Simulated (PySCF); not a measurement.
Molecule: SMILES N[Si@@](O)([SiH3])P, H$_{8}$NOPSi$_{2}$.

Atom-mapped SMILES (the numbers label the heavy atoms): `[NH2:1][Si@@:2]([OH:3])([SiH3:4])[PH2:5]` (H(Xn): hydrogen on atom n).

Geometry PBE0-D3(BJ)/def2-SVP throughout; GIAO in PySCF 2.14.0 with density-fitted response routines, gas phase, one conformer, non-relativistic; equivalent atoms averaged; functional PBE0.

For orientation, 6-31G* gives these shifts δ (against NH3, TMS, H2O, H3PO4 at the same level): N1 37.3, Si2 19.4, Si4 -70.7, O3 74.9, P5 -216.6, H(Si4) 3.64, H(P5) 1.80, H(N1) 0.98, H(O3) 1.43 ppm.

A run gave: N1 -26.2, Si2 24.9, Si4 -91.5, O3 -40.3, P5 -173.7, H(Si4) 1.72, H(P5) 0.16, H(N1) -1.25, H(O3) -3.00 ppm (shifts δ (against NH3, TMS, H2O, H3PO4 at the same level)).

Question: Which basis set was used in that run?
A. STO-3G
B. def2-SVP
C. def2-TZVP
D. 6-311+G(2d,p)

Answer: A. O3 tells them apart best: STO-3G gives -40.3, 6-311+G(2d,p) gives 86.8, def2-SVP gives 84.0, def2-TZVP gives 93.5 ppm.
